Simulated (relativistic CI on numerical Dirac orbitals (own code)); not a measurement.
Calculated at this level of theory: Dirac-Coulomb-Breit CI, orbitals from a KLI potential per configuration, a model potential for QED, unscaled Slater integrals (own radial code, finite nucleus).

The strongest absorption lines from the ground level of an ion, among the configurations computed and to levels below about 171 eV (vacuum wavelength in nm, gf): 7.6479 (0.11), 7.6764 (0.0014), 9.0817 (2e-05), 10.192 (0.26), 10.225 (0.032), 13.560 (0.0021), 41.620 (1), 62.992 (0.00075).

Q: Which ion is it?
A. Sc9+
B. V11+
C. Cl5+
D. K7+

A: A. Sc9+ has 12 electrons and the ground level 3s2 1S_0; the strongest line goes to 3s 3p 1P°_1. The pattern of lines fixes the number of electrons, and along that sequence the line energies rise steadily with the charge (about as its square where n changes within one kind of shell, about linearly where n is kept but much faster in heavy ions where fine structure, which grows about as Z⁴, sets the gap, and irregularly where shells cross), which fixes Z. Configurations outside the model, such as inner-shell arrays, can give stronger lines. At this charge energies of transitions that change n are usually good to better than 1 %, and those within a shell (Δn = 0) to a few per cent.

LS names give the leading component of a level, which can be under half, so a name can repeat, a term be missing and a line seem to break the LS rules.
